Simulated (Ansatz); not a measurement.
## Abstraction of F: SiF4 + Si2H3F2 → SiF3 + Si2H3F3

Gas-phase species: SiF4 (silicon tetrafluoride) `F[Si](F)(F)F`, singlet; Si2H3F2 `F[SiH][SiH2]F`, doublet; SiF3 (trifluorosilyl) `F[Si](F)F`, doublet; Si2H3F3 `F[SiH2][SiH](F)F`, singlet. A radical takes F: the energy is the difference in strength between two Si–F bonds in different surroundings.

Shapes, held fixed at every level: PBE0-D4/def2-TZVP. Flexible molecules stand in one conformer, not always the lowest. Programs: Ansatz 0.2.0. Electronic energies: no zero-point or thermal term.

```csv
level,kind,ΔE (kJ/mol),less CCSD(T)/CBS estimate
PBE-D4/def2-TZVPP,GGA,+33.1,-9.3
B3LYP-D4/def2-TZVPP,global hybrid,+36.6,-5.8
PBE0-D4/def2-TZVPP,global hybrid,+40.0,-2.4
wB97M-V/def2-TZVPP,range-separated hybrid,+42.1,-0.3
B2PLYP/def2-TZVPP,double hybrid,+37.6,-4.8
CCSD(T)/def2-TZVPP,coupled cluster or CI,+44.3,+1.9
CCSD/def2-TZVPP,coupled cluster or CI,+45.5,+3.1
CCSD(T)/CBS estimate,coupled cluster or CI,+42.4,0.0
```

The highest level, CCSD(T)/CBS estimate, gives ΔE = +42.4 kJ/mol; the levels span +33.1 to +45.5. The column of differences is taken from that level and isn't an error. No measured value is set beside it here. Open shells run unrestricted. The CBS estimate extrapolates MP2 from def2-TZVPP and def2-QZVPP and adds CCSD(T) − MP2 in the triple-zeta set, cores frozen.
